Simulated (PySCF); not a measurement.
**Unknown compound**

The spectra below were simulated for a compound C4H6N4Si.

1H NMR (400 MHz, computed): δ 4.63 (s, 3H), 4.35 (s, 3H).

13C{1H} NMR (computed): δ 151.7 (C), 134.5 (C), 118.0 (C), 41.6 (CH3).

Non-relativistic, single conformer, one averaged value for each set of equivalent atoms, isolated molecule. Shielding tensors at PBE0/pcSseg-1 (GIAO); geometry: GFN2-xTB; PySCF.

Shifts are taken against calculated references (same method and geometry level): 1H (σ = 31.72 ppm) and 13C (σ = 186.93 ppm) vs TMS.

**Question.** Deduce the structure.

**Answer.** 
Rings plus π bonds: 5 (1 ring in the answer). 4 carbon signals for 4 carbons: no two carbons are equivalent. Carbon types of the structure: 3 × C, 1 × CH3, leaving 3 H on heteroatoms. δC 151.7, 134.5: substituted aromatic carbon next to a ring nitrogen. δC 118.0: nitrile carbon; this is the usual window of a C≡N carbon, which has no attached hydrogen. δC 41.6: methyl carbon bonded to N; the inductive effect lowers its shielding. δH 4.63: hydrogen on a silicon bonded to C. δH 4.35: hydrogen on a methyl carbon bonded to N; its carbon carries N, hence the downfield position.

Structure: `Cn1nc([SiH3])c(C#N)n1`.

This is the structure that produced the data.

Shifts are as computed. Against solution values, carbons near 30 ppm lie about +3 ppm off and those near 130 ppm about +5 ppm. Of 1211 compounds with measured shifts, 218 miss one by over three times the rms of a fit or turn the order of signals round; such compounds aren't used in these exercises. No couplings were computed; multiplicities are counted from neighbouring protons, with m where these are inequivalent, close in shift, in a saturated or five-membered ring or joined by F or P, and br s for small geminal =CH2 splittings.
